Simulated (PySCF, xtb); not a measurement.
C3H8O2Si, SMILES C[C@@H](C=O)[SiH2]O.

GFN2-xTB run with xtb at its own geometry gives an orbital gap of 3.77 eV and a dipole moment of 4.28 D.

The structure is a stationary point at B3LYP-D3(BJ)/def2-SVP. The structure was generated by enumeration; whether it is a known compound was not checked. The values are those of a single conformer.

**Question.** What does PBE0/def2-TZVP in PySCF give? (The exact figures need the calculation; the answer reports its results.)

**Answer.** gap 6.44 eV (levels -7.36 and -0.92 eV), dipole 3.14 D.
